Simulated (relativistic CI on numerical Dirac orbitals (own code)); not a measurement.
Calculated at this level of theory: Dirac-Coulomb-Breit CI, orbitals from a KLI potential per configuration, a model potential for QED, unscaled Slater integrals (own radial code, finite nucleus).

The strongest absorption lines from the ground level of an ion, among the configurations computed and to levels below about 273 eV (vacuum wavelength in Å, gf): 92.105 (1.1), 96.061 (1.5), 96.297 (0.87), 96.887 (2.9), 99.528 (1), 100.93 (0.67), 120.27 (0.55), 148.24 (0.41).

(1) Which ion is it?
A. La²²⁺
B. La²⁴⁺
C. Cs²²⁺
D. Pm²⁸⁺

Answers

(1) B. La²⁴⁺ has 33 electrons and the ground level 4s²4p³ ²P°3/2; the strongest line goes to 4s²4p²4d ⁴P5/2. The pattern of lines fixes the number of electrons, and along that sequence the line energies rise steadily with the charge (about as its square where n changes within one kind of shell, about linearly where n is kept but much faster in heavy ions where fine structure, which grows about as Z⁴, sets the gap, and irregularly where shells cross), which fixes Z. Configurations outside the model, such as inner-shell arrays, can give stronger lines. At this charge energies of transitions that change n are usually good to better than 1 %, and those within a shell (Δn = 0) to a few per cent.

LS names give the leading component of a level, which can be under half, so a name can repeat, a term be missing and a line seem to break the LS rules.
